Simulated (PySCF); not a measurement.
Two-component Hartree-Fock for Hf (hafnium, neutral)

Start: [Xe] 4f14 5d3 6s1; 5d5/2 filled at m_j = +1/2, +3/2, +5/2; 6s1/2 filled at m_j = +1/2. Calculated with PySCF 2.14 in x2c-TZVPall-2c (11s11p10d2f, 108 functions): generalised Hartree-Fock with the X2C-1e Hamiltonian and a Gaussian nucleus; spin-orbit coupling (SO) screened by Boettger's factors. This is a chosen level, not necessarily the ground level.

| spinor shell | electrons | ε, screened SO (eV) | weight of nominal j (screened SO) | rms radius, screened SO (bohr) |
| --- | --- | --- | --- | --- |
| 1s1/2 | 2 | -65671.8 | 1.000 | 0.0215 |
| 2s1/2 | 2 | -11364.5 | 1.000 | 0.0869 |
| 2p1/2 | 2 | -10833.8 | 1.000 | 0.0740 |
| 2p3/2 | 4 | -9636.5 | 1.000 | 0.0812 |
| 3s1/2 | 2 | -2647.1 | 1.000 | 0.222 |
| 3p1/2 | 2 | -2412.0 | 1.000 | 0.214 |
| 3p3/2 | 4 | -2150.8 | 1.000 | 0.228 |
| 3d3/2 | 4 | -1757.2 | 1.000 | 0.202 |
| 3d5/2 | 6 | -1700.8 | 1.000 | 0.206 |
| 4s1/2 | 2 | -562.07 | 1.000 | 0.498 |
| 4p1/2 | 2 | -464.38 | 1.000 | 0.508 |
| 4p3/2 | 4 | -404.05 | 1.000 | 0.541 |
| 4d3/2 | 4 | -242.95 | 1.000 | 0.571 |
| 4d5/2 | 6 | -231.63 | 1.000 | 0.583 |
| 5s1/2 | 2 | -78.134 | 1.000 | 1.23 |
| 5p1/2 | 2 | -47.602 | 0.978 | 1.38 |
| 5p3/2 | 4 | -39.553 | 0.989 | 1.49 |
| 4f5/2 | 6 | -29.982 | 0.996 | 0.745 |
| 4f7/2 | 8 | -28.285 | 0.997 | 0.752 |
| 6s1/2 | 1 | -7.067 | 0.999 | 3.90 |
| 5d5/2 | 3 | -5.885 | 0.746 | 2.87 |

```json
{"quantity": "E (hartree)", "screened SO": "-15082.72677"}
{"quantity": "M_J", "screened SO": "5"}
{"quantity": "⟨J²⟩", "screened SO": "30.015"}
{"quantity": "⟨L²⟩", "screened SO": "12.244"}
{"quantity": "⟨S²⟩", "screened SO": "6.067"}
```

Each row is a mean over spinors that exchange with the open shell spreads, by up to 4.206 eV (5p3/2).

Rows whose weight is well below 1 are mixtures of j = l ± 1/2: exchange outweighs spin-orbit coupling there, and the label is only the starting occupation.

Breit and QED terms are absent; they matter most for the inner s and p1/2 levels.

Densities and radii are taken from the X2C orbitals without a picture-change correction, which distorts them close to the nucleus.
